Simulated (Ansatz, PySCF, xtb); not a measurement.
Barrier from R1 to the saddle point P1, each structure at its B3LYP-D3(BJ)/def2-TZVP stationary point, reached from a drawn start; harmonic modes at that level show the others as minima.
R1, C2H6 (SMILES CC) (charge 0, multiplicity 1):
```tsv
atom	x (Å)	y (Å)	z (Å)
C	0.0000	0.0000	0.7631
C	0.0000	0.0000	-0.7631
H	1.0171	0.0000	1.1601
H	-0.5085	0.8809	1.1602
H	-0.5085	-0.8809	1.1602
H	0.5085	0.8809	-1.1602
H	-1.0171	0.0000	-1.1601
H	0.5085	-0.8809	-1.1602
```
P1, C2H6, a first-order saddle point (one imaginary mode, 300i cm⁻¹) (charge 0, multiplicity 1):
```xyz
8

C      0.0000     0.0000     0.7700
C      0.0000     0.0000    -0.7700
H      1.0130     0.0000     1.1744
H     -0.5065     0.8773     1.1744
H     -0.5065    -0.8773     1.1744
H      1.0130     0.0000    -1.1744
H     -0.5065     0.8773    -1.1744
H     -0.5065    -0.8773    -1.1744
```

P less R. No zero-point or thermal terms. No path was followed down from the saddle.

Cores are frozen in the correlated methods.

The values were computed with Ansatz (a first-principles code) with Gaussian orbitals; PySCF for the D3/D4 terms; xtb for the GFN methods. No computed number here is a measurement.

```tsv
level	barrier height (kcal/mol)
GFN1-xTB	1.99
HF/cc-pVQZ	3.03
PBE/def2-TZVPP	2.58
B3LYP/def2-TZVPP	2.65
BHLYP/def2-TZVPP	2.81
BHLYP-D3(BJ)/def2-TZVPP	2.82
wB97X-V/def2-TZVPP	2.65
B2PLYP-D4/def2-TZVPP	2.75
SCS-MP2/cc-pVTZ	___
```

### Question
Fill in the missing entries.

### Answer

- SCS-MP2/cc-pVTZ, barrier height (kcal/mol): 2.87
